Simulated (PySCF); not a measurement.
C3H8O2Si, SMILES O[C@H]1CO[SiH2]C1. Atoms are numbered in the order given.

```xyz
14

O     -1.5164     0.0891     1.1392
C     -1.1961     0.2450    -0.2241
C     -0.1911     1.3941    -0.3038
O      1.0878     0.9358     0.0794
Si     1.2202    -0.7387     0.0210
C     -0.4840    -1.0077    -0.7529
H     -2.0082    -0.7319     1.2425
H     -2.0973     0.4931    -0.8204
H     -0.5114     2.2033     0.3714
H     -0.1605     1.7936    -1.3346
H      2.3609    -1.1499    -0.8487
H      1.4124    -1.3448     1.3700
H     -1.0209    -1.9311    -0.4863
H     -0.4014    -0.9788    -1.8524
```

Coordinates come from a PBE0-D3(BJ)/def2-SVP optimisation. The structure was generated by enumeration; whether it is a known compound was not checked. One conformer was computed; it need not be the lowest.

Level of theory: B3LYP/pcSseg-1 (PySCF).

GIAO shieldings, no solvent; atoms listed in one row are averaged. δ = σ(ref) − σ: ¹⁷O against H2O (σ = 333.8 ppm); ¹³C against TMS (σ = 181.3 ppm); ²⁹Si against TMS (σ = 338.7 ppm); ¹H against TMS (σ = 31.68 ppm), references at their B3LYP-D3(BJ)/def2-TZVP geometries, non-relativistic.

Computed chemical shifts:
| nucleus | atoms | count | δ (ppm) |
|---|---|---|---|
| ¹⁷O | O1 | 1 | 79.6 |
| ¹⁷O | O4 | 1 | 22.3 |
| ¹³C | C3 | 1 | 79.2 |
| ¹³C | C2 | 1 | 77.5 |
| ¹³C | C6 | 1 | 25.8 |
| ²⁹Si | Si5 | 1 | 0.1 |
| ¹H | H12 | 1 | 5.30 |
| ¹H | H11 | 1 | 5.19 |
| ¹H | H9 | 1 | 4.62 |
| ¹H | H8 | 1 | 4.61 |
| ¹H | H10 | 1 | 3.98 |
| ¹H | H14 | 1 | 1.38 |
| ¹H | H13 | 1 | 0.87 |
| ¹H | H7 | 1 | 0.26 |
